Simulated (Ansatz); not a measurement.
Geometry optimisation, RKS CAM-B3LYP-D4/def2-SVP in Ansatz.

Input:

```yaml
crystal:
  periodic: [false, false, false]
  atoms:
    - { symbol: "N", position_ang: [-1.6704, -0.553, 0.8792] }
    - { symbol: C, position_ang: [-0.6184, -0.1033, 0.3535] }
    - { symbol: C, position_ang: [0.2104, -0.8822, -0.444] }
    - { symbol: F, position_ang: [0.2673, -0.7076, -1.8279] }
    - { symbol: Si, position_ang: [0.2751, 1.3524, 0.3199] }
    - { symbol: F, position_ang: [1.6662, 1.3084, 1.1467] }
    - { symbol: H, position_ang: [-1.8615, -1.4881, 0.6133] }
    - { symbol: H, position_ang: [1.3087, -1.044, -0.1414] }
    - { symbol: H, position_ang: [0.511, 2.0711, -0.9165] }
basis:
  gaussian: { orbitals: def2-SVP }
hamiltonian:
  xc: cam_b3lyp
  dispersion: d4
relax:
  f_tol: 0.015
  max_steps: 40
```

Launched with:

```bash
$ ansatz run input.yaml --threads 2 --pin off --max-ram 3072MiB --backend cpu --events-out ev --progress --plain --runs-dir out
```

Q: Where does it end, and by what steps?

A: The forces met the threshold. After 15 steps the energy has fallen by 2.595 eV; H9 moved furthest, 0.59 Å.

```
step  energy less start (eV)  largest force component (eV/Å)  accepted
   0                  0.0000                           5.496       yes
   1                 -0.7541                           3.405       yes
   2                 -1.1561                           2.342       yes
   3                 -1.7825                           1.523       yes
   4                 -2.1393                           1.719       yes
   5                 -2.4225                           0.880       yes
   6                 -2.5310                           0.871       yes
   7                 -2.5103                           0.724        no
   8                 -2.5734                           0.678       yes
   9                 -2.5821                           0.324       yes
  10                 -2.5790                           0.438        no
  11                 -2.5930                           0.167       yes
  12                 -2.5947                           0.021       yes
  13                 -2.5948                           0.035       yes
  14                 -2.5949                           0.017       yes
  15                 -2.5950                           0.010       yes
```

```xyz
9
Properties=species:S:1:pos:R:3
N -1.765 -0.541 0.799
C -0.578 -0.228 0.515
C 0.480 -0.610 -0.492
F 0.145 -1.116 -1.708
Si 0.594 1.153 0.156
F 1.898 1.558 1.018
H -2.050 -1.378 0.269
H 1.260 -1.218 0.005
H 0.103 2.333 -0.579
```

Whether the end is a true minimum wasn't checked by a vibrational analysis.

The run took 42 s on 2 threads of AMD EPYC 7R13 Processor (Zen 3), on a shared host, peak memory 0.29 GiB.
